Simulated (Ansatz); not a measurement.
`C#C[NH][SnH3]` + HI → `[SnH3][I]` + `C#CN` at 700 K and 1 bar (ligand exchange at the Sn–N bond).

Isolated molecules relaxed with PBE0-D4/def2-TZVP in Ansatz; ΔE leaves out vibrations. CCSD(T)/CBS is the MP2 limit (def2-TZVPP, def2-QZVPP) plus CCSD(T) − MP2 in def2-TZVPP, frozen cores. This one scheme is used for every species. def2 core potentials past Kr. For I, Sn outer-core shells are correlated without core-valence functions, which leaves a few kJ/mol of doubt a bond. One conformer a species, not always the lowest.

| species | CCSD(T)/CBS energy (Eh) | H − E (kJ/mol) | S (J/(mol·K)) |
| --- | --- | --- | --- |
| `C#C[NH][SnH3]` | -347.74191 | 215.9 | 454.1 |
| HI | -298.03592 | 34.6 | 231.7 |
| `[SnH3][I]` | -513.29032 | 98.6 | 359.1 |
| `C#CN` | -132.52893 | 160.3 | 317.0 |

H − E and S are ideal-gas, rigid-rotor, harmonic terms from PBE0-D4/def2-TZVP, for one conformer and one mirror image of each species. 1 Eh = 2625.50 kJ/mol, R = 8.31446 J/(mol·K).

Q: By hand: ΔE, ΔH, ΔS and ΔG.

A: ΔE = (-513.29032) + (-132.52893) − (-347.74191) − (-298.03592) = -0.04142 Eh = -108.7 kJ/mol. Δ(H − E) = 98.6 + 160.3 − 215.9 − 34.6 = 8.4, so ΔH = -100.3 kJ/mol. ΔS = 359.1 + 317.0 − 454.1 − 231.7 = -9.7 J/(mol·K). ΔG = -100.3 − 700 × (-9.7)/1000 = -93.5 kJ/mol.

Q: By hand: the equilibrium constant, and the temperature at which ΔG would vanish if ΔH and ΔS stayed fixed.

A: log₁₀ K = −ΔG/(RT ln 10) = 7.0. ΔG = 0 at ΔH/ΔS = 10340 K, far beyond where these terms or the molecules hold.

The number of gas molecules stays the same, so ΔS is small and ΔH decides. A doubt of 5 kJ/mol in ΔE shifts log₁₀ K by 0.4 here. Other conformers and mirror images would add mixing entropy, several J/(mol·K) or more a flexible species. These are equilibria of isolated gas molecules and say nothing of rates. Largest T1 diagnostic: 0.014 (customary marks: 0.02 for closed shells, 0.045 for open ones).
